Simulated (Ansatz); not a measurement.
Geometry optimisation, RKS PBE0-D4/6-31G* (Ansatz).

The input (input.yaml):

```yaml
crystal:
  periodic: [false, false, false]
  atoms:
    - { symbol: C, position_ang: [0.0749, -1.4203, 0.9403] }
    - { symbol: C, position_ang: [0.8252, -0.5734, -0.0878] }
    - { symbol: B, position_ang: [0.1338, 0.858, -0.3497] }
    - { symbol: C, position_ang: [0.24255, 2.31568, 0.17429] }
    - { symbol: C, position_ang: [-0.50691, 2.38755, -0.76235] }
    - { symbol: "N", position_ang: [-0.89694, 1.42215, -1.43579] }
    - { symbol: H, position_ang: [0.537, -2.3607, 1.0858] }
    - { symbol: H, position_ang: [-0.9707, -1.5265, 0.5548] }
    - { symbol: H, position_ang: [-0.0059, -0.8284, 1.947] }
    - { symbol: H, position_ang: [1.8666, -0.4249, 0.3104] }
    - { symbol: H, position_ang: [0.8592, -1.1209, -1.0291] }
    - { symbol: H, position_ang: [0.83094, 3.01107, 0.80463] }
basis:
  gaussian: { orbitals: "6-31G*" }
hamiltonian:
  xc: pbe0
  dispersion: d4
relax:
  f_tol: 0.015
  max_steps: 40
```

Command:

```bash
$ ansatz run input.yaml --threads 2 --pin off --max-ram 3072MiB --backend cpu --events-out ev --progress --plain --runs-dir out
```

Task: Where does it end, and by what steps?

Result: The forces met the threshold. After 37 steps the energy has fallen by 3.100 eV; N6 moved furthest, 1.63 Å. The start is strongly strained (largest force component 12 eV/Å), so its close contacts needn't be bonds. Parted: B3–C5, B3–N6.

| step | energy less start (eV) | largest force component (eV/Å) | accepted |
| --- | --- | --- | --- |
| 0 | 0.0000 | 12.111 | yes |
| 2 | -1.8684 | 1.033 | yes |
| 4 | -2.0768 | 1.186 | yes |
| 6 | -2.4683 | 1.086 | yes |
| 8 | -2.7971 | 1.448 | yes |
| 10 | -2.9532 | 1.043 | yes |
| 12 | -3.0367 | 0.374 | yes |
| 14 | -3.0255 | 1.555 | no |
| 16 | -3.0774 | 0.248 | yes |
| 18 | -3.0944 | 0.056 | yes |
| 20 | -3.0801 | 0.340 | no |
| 22 | -3.0971 | 0.097 | yes |
| 24 | -3.0967 | 0.218 | no |
| 26 | -3.0986 | 0.019 | yes |
| 28 | -3.0991 | 0.061 | yes |
| 30 | -3.0994 | 0.042 | yes |
| 32 | -3.0996 | 0.063 | yes |
| 34 | -3.0998 | 0.068 | yes |
| 36 | -3.0999 | 0.044 | yes |
| 37 | -3.1000 | 0.007 | yes |

```xyz
12
Properties=species:S:1:pos:R:3
C 0.214 -1.588 1.037
C 1.011 -0.653 0.119
B 0.530 0.790 0.033
C 0.102 2.122 -0.065
C -0.849 2.506 -1.039
N -1.633 2.812 -1.845
H 0.636 -2.598 1.020
H -0.831 -1.653 0.722
H 0.228 -1.234 2.072
H 2.073 -0.622 0.411
H 1.028 -1.036 -0.914
H 0.482 2.894 0.602
```

The run took 110 s on 2 threads of Arm Neoverse V1, on a shared host, peak memory 0.22 GiB.
